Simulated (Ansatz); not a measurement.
Relaxation of C2H5FSe2Si (11 atoms, charge 0, multiplicity 1), to a largest force component of 0.02 eV/Å in at most 50 steps.

These are results of Ansatz, RHF/def2-SVP, not measurements.

```xyz
11
Properties=species:S:1:pos:R:3
F -1.516 -0.693 -0.546
C -0.317 -0.108 -0.341
Si 0.845 -1.464 0.111
Se 0.385 0.776 -1.968
C -0.384 0.880 0.752
Se -0.590 2.593 2.514
H 2.240 -0.893 0.361
H 0.987 -2.431 -0.973
H 0.413 -2.114 1.392
H -0.945 1.648 -2.001
H -1.052 1.749 0.720
```

Q: Where does it end, and by what steps?

A: The forces met the threshold. The force dipped under the threshold on the way, but the program's further checks kept it going. After 16 steps the energy has fallen by 5.329 eV; Se6 moved furthest, 1.33 Å.

```
step  energy less start (eV)  largest force component (eV/Å)  accepted
   0                  0.0000                           3.035       yes
   1                 -1.2997                           2.683       yes
   2                 -2.3918                           3.261       yes
   3                 -3.6879                           3.581       yes
   4                 -4.5700                           2.892       yes
   5                 -4.9227                           2.102       yes
   6                 -5.1556                           1.008       yes
   7                 -5.2861                           0.492       yes
   8                 -5.3126                           0.590       yes
   9                 -5.3155                           0.562       yes
  10                 -5.3268                           0.225       yes
  11                 -5.3271                           0.102       yes
  12                 -5.3282                           0.079       yes
  13                 -5.3284                           0.023       yes
  14                 -5.3287                           0.024       yes
  15                 -5.3289                           0.011       yes
  16                 -5.3289                           0.012       yes
```

```xyz
11
Properties=species:S:1:pos:R:3
F -1.485 -0.604 -0.651
C -0.327 0.041 -0.286
Si 0.897 -1.348 0.298
Se 0.400 0.950 -1.884
C -0.710 1.066 0.732
Se 0.269 1.699 2.024
H 2.261 -0.815 0.459
H 0.876 -2.369 -0.769
H 0.372 -1.905 1.559
H -0.754 1.818 -2.069
H -1.735 1.409 0.606
```

Whether the end is a true minimum wasn't checked by a vibrational analysis.

Run time: 72 s on 2 threads of INTEL(R) XEON(R) PLATINUM 8581C CPU @ 2.10GHz (Emerald Rapids) (shared host), peak memory 0.56 GiB.
